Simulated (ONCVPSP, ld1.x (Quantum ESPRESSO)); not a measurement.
## Potentials for chlorine (Cl) compared

Generated with ld1.x 7.5 (TM, RRKJ, ultrasoft, PAW), atompaw 4.2 or ONCVPSP 4.0.1. The cutoff is in Ry: for ld1.x and atompaw files where the sum of valence levels is converged to 10 mRy in a Bessel basis, for ONCV files where the hardest occupied wave has 1 mHa per electron of residual kinetic energy. The error is the largest all-electron minus pseudo excitation energy over each file’s own four to seven test configurations (ionisations up to +4, promotions, holes and added fractions of an electron), all of which were solved. The labels leave out finer settings (local radius, basis sizes, second energies), which also bear on the numbers. Spin-polarised tests are not counted. The rows are a selection from randomly drawn settings: files with unsolved tests, undetermined cutoffs or missed reference levels are left out.

A true bound ghost makes a file unfit for plane-wave use even where its test errors are small: the radial tests pick states by their node count and pass the ghost by.

```tsv
potential	cutoff (Ry)	largest error (meV)	bound ghosts
ultrasoft, PBE, scalar-relativistic, rc 1.40/1.20/1.45 (spd), local smoothed, core correction no, reference 3s2 3p5	18	+37	none
TM, PBE, fully relativistic, rc 1.05/1.20 (sp), local s, core correction no, reference 3s2 3p5	80	+235	none
ONCV, PBE, fully relativistic, rc 1.15/1.40/1.20 (spd), local smoothed, core correction yes, reference 3s2 3p5, qcut 7.1/6/7.4, projectors 1/2/2	32	+69	none
ONCV, BLYP, non-relativistic, rc 1.20/1.15/1.25 (spd), local smoothed, core correction no, reference 3s2 3p5, qcut 5.2/6.3/8.7, projectors 2/2/2	34	+64	none
TM, BLYP, fully relativistic, rc 1.00/1.30 (sp), local p, core correction yes, reference 3s2 3p4	120	+60	none
ultrasoft, PBE, scalar-relativistic, rc 1.15/1.25/1.20 (spd), local smoothed, core correction yes, reference 3s2 3p5	30	-20	none
PAW, PBE, scalar-relativistic, rc 1.10/1.60/1.60 (spd), local smoothed, core correction yes, reference 3s2 3p5	35	-83	s
```

Q: Fill in the row for Cl: ONCV, PBE, scalar-relativistic, rc 0.65/0.65 (sp), local smoothed, core correction yes, reference 2s2 2p6 3s2 3p4, qcut 21.6/21.7, projectors 2/2.

A: cutoff 369 Ry, largest error +386 meV, bound ghosts: none.
